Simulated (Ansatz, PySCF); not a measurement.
Complex: CHN (SMILES C#N) (first 3 atoms) with H4OSi (SMILES O[SiH3]); geometry from B3LYP-D3(BJ)/def2-TZVP.
(charge 0, multiplicity 1):
```xyz
9

C     -1.2417     1.0410     0.1797
N     -1.9882     1.3818    -0.6216
H     -0.5411     0.7218     0.9316
O      0.7474     0.1019     2.3739
Si     0.3084    -0.8229     3.6877
H      1.6667     0.3690     2.2909
H      1.0521    -2.1034     3.7025
H     -1.1365    -1.0612     3.5161
H      0.5724    -0.0999     4.9528
```

Counterpoise-corrected where a basis set is named; no monomer relaxation. Rows marked so take none.

Rows in 6-31G*, STO-3G carry no dispersion term and start afresh at each structure (6-31G* with six Cartesian d functions).

Run with Ansatz (a program for electronic structure); PySCF for 6-31G* rows, STO-3G rows, the dispersion terms. 

Estimate the interaction energy that M06-2X/6-31G* (no counterpoise) returns for this input.

-272 meV

What is the computed interaction energy (BHLYP-D4/def2-TZVPPD)?

-235 meV

What interaction energy does HF/STO-3G (no counterpoise) give?

-277 meV
